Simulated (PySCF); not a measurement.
H3SbTe. Atoms are numbered in the order given.

```xyz
5

Sb     0.0481     1.3769     0.0000
H     -1.1463     1.5260     1.2143
H     -1.1463     1.5260    -1.2143
Te    -0.0342    -1.3815     0.0000
H      1.6223    -1.4399     0.0000
```
Charge 0, spin multiplicity 1.

Coordinates come from a PBE0-D3(BJ)/def2-TZVP optimisation. The def2 effective core potentials stand for the cores of Sb, Te; spin–orbit coupling is left out.

Computed with PySCF with TDA-M06-2X/def2-SVPD.

Vertical excitations. The molecule is in vacuum. State labels are in the subgroup Cs.

Problem. List the lowest excited states. (An estimate is asked for; the answer gives what the named calculation found.)

Solution. 
```tsv
state	symmetry	energy (eV)	λ (nm)	f	main pairs
S1	A"	3.61	343	0.004	HOMO→LUMO 94 %
S2	A"	4.65	267	0.012	HOMO→LUMO+1 84 %
S3	A'	5.06	245	0.255	HOMO−1→LUMO 77 %
S4	A'	5.54	224	0.058	HOMO→LUMO+2 82 %
S5	A"	5.79	214	0.014	HOMO→LUMO+3 74 %
S6	A'	5.97	208	0.010	HOMO−1→LUMO+1 95 %
S7	A"	6.01	206	0.042	HOMO−1→LUMO+2 88 %
S8	A"	6.38	194	0.003	HOMO→LUMO+4 97 %
S9	A'	6.40	194	0.094	HOMO−1→LUMO+3 70 %, HOMO−1→LUMO+5 13 %
S10	A"	6.49	191	0.049	HOMO→LUMO+5 88 %
T1	A"	3.26	380	0	HOMO→LUMO 94 %
T2	A'	3.55	349	0	HOMO−1→LUMO 91 %
T3	A"	4.22	293	0	HOMO→LUMO+1 72 %, HOMO→LUMO+3 15 %
T4	A"	4.88	254	0	HOMO−1→LUMO+2 81 %
```
Triplets are in the Tamm–Dancoff approximation.
